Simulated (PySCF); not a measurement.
A run for PySCF: R-M06-2X/def2-TZVPP on H6OSi2 (SMILES [SiH3]O[SiH3]), a point of a torsion scan.

```python
from pyscf import gto, dft

mol = gto.M(
    atom='''
    Si    1.59880703   -0.18280017    0.12965376
    O     0.02089921   -0.30159639   -0.19767174
    Si   -1.56039472   -0.44350141   -0.49835663
    H     2.27125816   -1.20707943   -0.66719968
    H     2.00353147    1.16796886   -0.25464798
    H     1.75198981   -0.41542848    1.56456120
    H    -1.95461072   -1.78334838   -0.06714442
    H    -1.72915429   -0.25744563   -1.93814365
    H    -2.23005909    0.60090032    0.27435176
    ''',
    basis='def2-tzvpp',
    charge=0, spin=0, verbose=4, max_memory=1800)
mf = dft.RKS(mol, xc='m062x').density_fit(auxbasis='def2-universal-jkfit')
mf.grids.level = 4
mf.conv_tol = 1e-9
mf.max_cycle = 150
mf.kernel()
mf.dip_moment()
```

The log:

```
PySCF version 2.14.0

[INPUT] verbose = 4
[INPUT] num. atoms = 9
[INPUT] num. electrons = 42
[INPUT] charge = 0
[INPUT] spin (= nelec alpha-beta = 2S) = 0
[INPUT] symmetry False subgroup None
[INPUT] Mole.unit = angstrom
[INPUT] Symbol           X                Y                Z      unit          X                Y                Z       unit  Magmom
[INPUT]  1 Si     1.598807030000  -0.182800170000   0.129653760000 AA    3.021307412729  -0.345442256824   0.245010097420 Bohr   0.0
[INPUT]  2 O      0.020899210000  -0.301596390000  -0.197671740000 AA    0.039493783120  -0.569934577258  -0.373545451166 Bohr   0.0
[INPUT]  3 Si    -1.560394720000  -0.443501410000  -0.498356630000 AA   -2.948718667017  -0.838096200758  -0.941757543061 Bohr   0.0
[INPUT]  4 H      2.271258160000  -1.207079430000  -0.667199680000 AA    4.292055880584  -2.281049533296  -1.260824665597 Bohr   0.0
[INPUT]  5 H      2.003531470000   1.167968860000  -0.254647980000 AA    3.786125760247   2.207141267420  -0.481214940374 Bohr   0.0
[INPUT]  6 H      1.751989810000  -0.415428480000   1.564561200000 AA    3.310780913929  -0.785046051544   2.956592173121 Bohr   0.0
[INPUT]  7 H     -1.954610720000  -1.783348380000  -0.067144420000 AA   -3.693678940939  -3.370040022887  -0.126884564593 Bohr   0.0
[INPUT]  8 H     -1.729154290000  -0.257445630000  -1.938143650000 AA   -3.267628035217  -0.486501732666  -3.662560688565 Bohr   0.0
[INPUT]  9 H     -2.230059090000   0.600900320000   0.274351760000 AA   -4.214200921697   1.135537032964   0.518449688192 Bohr   0.0

nuclear repulsion = 159.880502713674
number of shells = 75
number of NR pGTOs = 268
number of NR cGTOs = 199
basis = def2-tzvpp
ecp = {}


******** <class 'pyscf.df.df_jk.DFRKS'> ********
method = DFRKS
initial guess = minao
damping factor = 0
level_shift factor = 0
DIIS = <class 'pyscf.scf.diis.CDIIS'>
diis_start_cycle = 1
diis_space = 8
diis_damp = 0
SCF conv_tol = 1e-09
SCF conv_tol_grad = None
SCF max_cycles = 150
direct_scf = False
XC library pyscf.dft.libxc version 7.1.2
    S. Lehtola, C. Steigemann, M. J. T. Oliveira, and M. A. L. Marques,  SoftwareX 7, 1–5 (2018)
XC functionals = m062x
    Y. Zhao and D. G. Truhlar,  Theor. Chem. Acc. 120, 215 (2008)
    Y. Zhao and D. G. Truhlar,  Theor. Chem. Acc. 120, 215 (2008)
radial grids:
    Treutler-Ahlrichs [JCP 102, 346 (1995); DOI:10.1063/1.469408] (M4) radial grids

becke partition: Becke, JCP 88, 2547 (1988); DOI:10.1063/1.454033
pruning grids: <function nwchem_prune>
grids dens level: 4
symmetrized grids: False
atomic radii adjust function: <function treutler_atomic_radii_adjust>
small_rho_cutoff = 0
Set gradient conv threshold to 3.16228e-05
Initial guess from minao.
tot grids = 180344
******** <class 'pyscf.df.df.DF'> ********
auxbasis = def2-universal-jkfit
init E= -657.866069380739
  HOMO = -0.36005979258681  LUMO = -0.0386661002651607  gap/eV = 8.74557
cycle= 1 E= -657.779308743074  delta_E= 0.0868  |g|= 0.675  |ddm|= 2.07
  HOMO = -0.268382516653311  LUMO = 0.0312169099626439  gap/eV = 8.15252
cycle= 2 E= -657.7286315061  delta_E= 0.0507  |g|= 0.884  |ddm|= 0.714
  HOMO = -0.368481289210481  LUMO = 0.0214340738899204  gap/eV = 10.61014
cycle= 3 E= -657.860209049062  delta_E= -0.132  |g|= 0.0438  |ddm|= 0.428
  HOMO = -0.363449071613158  LUMO = 0.0258233016240689  gap/eV = 10.59264
cycle= 4 E= -657.860613732727  delta_E= -0.000405  |g|= 0.0127  |ddm|= 0.053
  HOMO = -0.364887933336667  LUMO = 0.0248829399231691  gap/eV = 10.60621
cycle= 5 E= -657.860637973467  delta_E= -2.42e-05  |g|= 0.000941  |ddm|= 0.00922
  HOMO = -0.364864791193215  LUMO = 0.0248550085057662  gap/eV = 10.60482
cycle= 6 E= -657.860638352582  delta_E= -3.79e-07  |g|= 0.000183  |ddm|= 0.00126
  HOMO = -0.364833593036161  LUMO = 0.0248824493520717  gap/eV = 10.60471
cycle= 7 E= -657.860638367515  delta_E= -1.49e-08  |g|= 3.8e-05  |ddm|= 0.000239
  HOMO = -0.364838943889647  LUMO = 0.0248775976971514  gap/eV = 10.60473
cycle= 8 E= -657.860638368129  delta_E= -6.15e-10  |g|= 5.55e-06  |ddm|= 6.42e-05
  HOMO = -0.364838647927032  LUMO = 0.0248779655955892  gap/eV = 10.60473
Extra cycle  E= -657.860638368143  delta_E= -1.38e-11  |g|= 1.73e-06  |ddm|= 9.75e-06
converged SCF energy = -657.860638368143
Dipole moment(X, Y, Z, Debye): -0.00198, -0.01317,  0.01517
```

The calculation finished and met its thresholds.

Cost: around 19 core-seconds (rough).
